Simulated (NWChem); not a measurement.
Molecule: Si₂H₆O₃; SMILES O[SiH](O)O[SiH3]

```xyz
11

Si    -0.0064    -1.0078    -0.4226
O     -1.4286    -1.4295     0.2925
O      1.1754    -2.0320     0.1106
O      0.4778     0.5236    -0.0250
Si    -0.0140     2.1025     0.1226
H     -0.2427    -1.0801    -1.8790
H     -1.3789    -1.7141     1.2103
H      2.0496    -1.6458     0.2153
H      1.1996     2.9672     0.1421
H     -0.7726     2.2934     1.3943
H     -0.8831     2.4954    -1.0271
```
Atoms are numbered in this order, from 1.

Level: PBE0/def2-SVP (NWChem), optimised geometry, unscaled harmonic frequencies. 

Task: List the harmonic frequencies with IR intensities, and the thermochemistry.

Result: 
| frequency (cm⁻¹) | IR intensity (km/mol) |
|---|---|
| 18 | 0.2 |
| 50 | 0.0 |
| 74 | 0.7 |
| 163 | 97.4 |
| 216 | 39.7 |
| 289 | 20.9 |
| 346 | 122.5 |
| 379 | 46.8 |
| 605 | 31.3 |
| 728 | 74.0 |
| 739 | 65.9 |
| 783 | 104.9 |
| 785 | 95.8 |
| 842 | 93.6 |
| 892 | 309.2 |
| 912 | 240.3 |
| 949 | 64.9 |
| 952 | 67.4 |
| 981 | 234.8 |
| 1005 | 273.7 |
| 1103 | 434.7 |
| 2237 | 107.6 |
| 2241 | 120.3 |
| 2256 | 122.7 |
| 2322 | 127.8 |
| 3930 | 107.8 |
| 3940 | 107.2 |

```yaml
zero_point_energy: 42.5 kcal/mol
thermal correction to the enthalpy at 298.15 K (with zero-point energy): 48.4 kcal/mol
heat capacity Cv: 27.8 cal/(mol K)
entropy at 298.15 K and 1 atm (symmetry number 1): 93.7 cal/(mol K)
dipole_moment: 1.70 D
```

Rigid rotor and harmonic oscillator; modes under 100 cm⁻¹ make the entropy uncertain.
